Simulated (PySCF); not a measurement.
C₄H₆BF, SMILES C(#C)B(F)CC. Atoms are numbered in the order given.

```xyz
12

C     -1.2362     2.1293     0.0000
C     -0.3783     1.2656     0.0000
B      0.6480     0.1231     0.0000
F      1.9383     0.4526     0.0000
C      0.2637    -1.3939     0.0000
C     -1.2189    -1.7391     0.0000
H     -1.9851     2.9015     0.0000
H      0.7799    -1.8438     0.8702
H      0.7799    -1.8438    -0.8702
H     -1.7270    -1.3235    -0.8835
H     -1.3877    -2.8266     0.0000
H     -1.7270    -1.3235     0.8835
```
Charge 0, spin multiplicity 1.

Geometry optimised at PBE0-D3(BJ)/def2-SVP. This is a generated structure with no PubChem entry under its InChIKey; it may be hypothetical. Other conformers were not sampled.

Level of theory: PySCF with PBE/def2-TZVP.

Symmetry labels are those of the subgroup Cs that the program uses (full group Cs).

Computed valence orbital energies around the gap with their symmetry:
```tsv
orbital	symmetry	energy (eV)
HOMO−7	A'	-10.97
HOMO−6	A"	-10.46
HOMO−5	A'	-9.63
HOMO−4	A'	-8.95
HOMO−3	A"	-8.33
HOMO−2	A'	-7.55
HOMO−1	A"	-7.47
HOMO	A'	-7.09
LUMO	A"	-2.43
LUMO+1	A'	-0.56
LUMO+2	A'	0.34
LUMO+3	A'	1.20
```
